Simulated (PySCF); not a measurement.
```xyz
3
charge 1 multiplicity 4, angstrom
Ge    0.7125   -1.2341    0.0000
Ge   -1.4250    0.0000    0.0000
Ge    0.7125    1.2341    0.0000
```

Method: UPBE0 in PySCF with Ge def2-TZVP; no relativity; density-fitted integrals.

This geometry of Ge₃⁺ is a stationary point at this level.

Q: What is the point group?

A: D3h.

Q: Is it a minimum?

A: Yes: all harmonic wavenumbers are real.

Q: Which band is strongest in the infrared?

A: 207 cm⁻¹ (e'), 5 km/mol.

Q: What are the dipole moment and the gap between the highest occupied and lowest empty levels of either spin?

A: 0.00 D about the centre of mass and 2.00 eV.

Q: Give the ideal-gas entropy at 298.15 K and 1 bar by parts.

A: translation 176.2, rotation 104.1, vibration 24.0, spin 11.5; total 315.8 J/(mol K).

Only a few start shapes were tried, so a lower isomer may exist. At this level a doublet minimum of C2v symmetry lies 4 kJ/mol below this structure.
